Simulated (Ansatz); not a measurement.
A run for Ansatz (a program for electronic structure): U-CCSD(T)/def2-SVP on KH, a point of a bond scan (R = 5.210 Å).

Ansatz 0.2 input:
```yaml
crystal:
  periodic: [false, false, false]
  atoms:
    - {symbol: K, position_ang: [-0.00000000, -0.00000000, -0.11326949]}
    - {symbol: H, position_ang: [0.00000000, 0.00000000, 5.09712705]}
basis:
  gaussian:
    orbitals: def2-SVP
correlation: {method: ccsd_t, electrons: outside_noble_gas}
scf: {omitted_lower_state_checks: [cluster_reference]}
magnetization: {spin_polarized: true, initial_magnetization: 0}
```

Output:

```
WARN ansatz: RAYON_NUM_THREADS=2 ignored (pool sized by the plan → 2); use --threads N
Functional definition: HF
these checks for a lower state are left out or cut short: cluster_reference
integrals: 0.01 GiB planned
279 factors; integrals over basis functions are off by at most 3.6e-4 eV
mean field: 0.06 GiB planned
mean field evaluation 1: about -16312.5671 eV, gradient 6.2e0 eV
mean field evaluation 2: about -16312.5674 eV, gradient 6.2e0 eV
mean field evaluation 4: about -16313.4798 eV, gradient 1.3e0 eV
mean field evaluation 8: about -16313.5298 eV, gradient 6.0e-2 eV
mean field evaluation 16: about -16313.8018 eV, gradient 1.8e0 eV
mean field evaluation 32: about -16309.7673 eV, gradient 2.2e0 eV
mean field evaluation 64: about -16307.8680 eV, gradient 1.4e1 eV
mean field evaluation 96: about -16313.5526 eV, gradient 7.4e-5 eV
mean field evaluation 128: about -16314.3009 eV, gradient 6.6e0 eV
mean field evaluation 160: about -16313.7151 eV, gradient 2.6e0 eV
mean field -16315.32247747 eV, -599.5770421241 hartree, gradient 2.5e-6 eV, S^2 0.989960; 12 other end points of the search recorded, 0 dependent functions left out
9 core orbitals not correlated
reference -16315.32247747 eV, -599.5770421241 hartree; 1, 1 occupied and 19, 19 virtual orbitals, 279 factors
second order -0.00392788 eV of doubles, -0.00000000 eV of singles
coupled cluster: 0.05 GiB planned
cycle   1  -0.00496475 eV  change   -1.0e-3 eV  update   9.3e-3
cycle   2  -0.00772144 eV  change   -2.8e-3 eV  update   6.9e-3
cycle   3  -0.00929041 eV  change   -1.6e-3 eV  update   3.9e-3
cycle   4  -0.00916539 eV  change    1.3e-4 eV  update   2.2e-3
cycle   5  -0.00985319 eV  change   -6.9e-4 eV  update   1.9e-3
cycle   6  -0.01027590 eV  change   -4.2e-4 eV  update   1.6e-3
cycle   7  -0.01066593 eV  change   -3.9e-4 eV  update   1.5e-3
cycle   8  -0.01080172 eV  change   -1.4e-4 eV  update   1.4e-3
cycle   9  -0.01104493 eV  change   -2.4e-4 eV  update   1.4e-3
cycle  10  -0.01131463 eV  change   -2.7e-4 eV  update   1.4e-3
cycle  11  -0.01160238 eV  change   -2.9e-4 eV  update   1.4e-3
cycle  12  -0.01255010 eV  change   -9.5e-4 eV  update   1.4e-3
cycle  13  -0.01588011 eV  change   -3.3e-3 eV  update   1.4e-3
cycle  14  -0.02147667 eV  change   -5.6e-3 eV  update   1.3e-3
cycle  15  -0.03276340 eV  change   -1.1e-2 eV  update   1.1e-3
cycle  16  -0.03203488 eV  change    7.3e-4 eV  update   4.8e-4
cycle  17  -0.03718359 eV  change   -5.1e-3 eV  update   4.6e-4
cycle  18  -0.03579449 eV  change    1.4e-3 eV  update   3.7e-4
cycle  19  -0.03582227 eV  change   -2.8e-5 eV  update   1.0e-4
cycle  20  -0.03579485 eV  change    2.7e-5 eV  update   9.2e-5
cycle  21  -0.03608589 eV  change   -2.9e-4 eV  update   6.6e-5
cycle  22  -0.03599999 eV  change    8.6e-5 eV  update   4.2e-5
cycle  23  -0.03620733 eV  change   -2.1e-4 eV  update   2.3e-5
cycle  24  -0.03602230 eV  change    1.9e-4 eV  update   3.5e-5
cycle  25  -0.03604789 eV  change   -2.6e-5 eV  update   4.3e-6
cycle  26  -0.03604184 eV  change    6.0e-6 eV  update   1.3e-6
cycle  27  -0.03604224 eV  change   -3.9e-7 eV  update   2.2e-7
coupled cluster: 0.05 GiB planned
perturbative correction 0.00000000 eV, 0.0000000000 hartree
WARN: these amplitudes may be one of several solutions (largest doubles amplitude 0.60, level shift 0.00 eV)
Total energy: -16315.35851970 eV, -599.5783666518 hartree
Checks for a lower state left out: cluster_reference
```

The calculation finished and met its thresholds. Its determinant has ⟨S²⟩ = 0.99, a mixture of spin states.

Warnings raised: other roots.

Cost: about 1.9 core-seconds (a rough figure).
